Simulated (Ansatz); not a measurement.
# Ligand exchange: C2H9ClSi2 + H2O → C2H10OSi2 + HCl

Species: C2H9ClSi2 `CC[SiH]([SiH3])Cl`, singlet; H2O (water) `O`, singlet; C2H10OSi2 `CC[SiH](O)[SiH3]`, singlet; HCl (hydrogen chloride), singlet. The partners trade Cl for OH: Si–Cl and H–OH bonds give way to Si–OH and H–Cl.

Shapes, held fixed at every level: PBE0-D4/def2-TZVP. Flexible molecules stand in one conformer, not always the lowest. Programs: Ansatz 0.2.0. Electronic energies: no zero-point or thermal term.

Estimate ΔE of this reaction.

The highest level, CCSD(T)/CBS estimate, gives ΔE = +20.0 kJ/mol; the levels span +9.4 to +23.0. The column of differences is taken from that level and isn't an error. No measured value is set beside it here. The CBS estimate extrapolates MP2 from def2-TZVPP and def2-QZVPP and adds CCSD(T) − MP2 in the triple-zeta set, cores frozen.

```json
{"level": "HF/def2-TZVPP", "kind": "Hartree–Fock", "ΔE (kJ/mol)": "+9.4", "less CCSD(T)/CBS estimate": "-10.6"}
{"level": "PBE-D4/def2-TZVPP", "kind": "GGA", "ΔE (kJ/mol)": "+22.7", "less CCSD(T)/CBS estimate": "+2.7"}
{"level": "PBE0-D4/def2-TZVPP", "kind": "global hybrid", "ΔE (kJ/mol)": "+23.0", "less CCSD(T)/CBS estimate": "+3.0"}
{"level": "wB97X-V/def2-TZVPP", "kind": "range-separated hybrid", "ΔE (kJ/mol)": "+16.1", "less CCSD(T)/CBS estimate": "-3.9"}
{"level": "CCSD(T)/def2-TZVPP", "kind": "coupled cluster or CI", "ΔE (kJ/mol)": "+13.7", "less CCSD(T)/CBS estimate": "-6.3"}
{"level": "CCSD/def2-TZVPP", "kind": "coupled cluster or CI", "ΔE (kJ/mol)": "+12.2", "less CCSD(T)/CBS estimate": "-7.8"}
{"level": "CCSD(T)/CBS estimate", "kind": "coupled cluster or CI", "ΔE (kJ/mol)": "+20.0", "less CCSD(T)/CBS estimate": "0.0"}
```
